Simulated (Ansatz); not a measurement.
CdF₂⁻. Charge -1, multiplicity 2. Geometry relaxed at PBE-D4/def2-TZVPD.

```tsv
atom	x (Å)	y (Å)	z (Å)
Cd1	0.066	0.414	0.535
F2	-1.287	0.971	-1.026
F3	1.221	-1.385	0.491
```

In the def2 sets Cd takes a core potential; there is no spin–orbit coupling. The relaxation made no stability test and no search for a lower SCF solution. The structure comes from a short search, and lower isomers may exist.

Q: Estimate the harmonic wavenumbers at UKS PBE-D4/def2-TZVPD (Ansatz, unscaled). Is this a minimum?

A: 88, 357, 367 cm⁻¹. Yes, no mode is imaginary beyond noise. Zero-point energy 4.9 kJ/mol. Hardware: 4 threads of Arm Neoverse V1 on a shared host. Wall time 8.5 s.
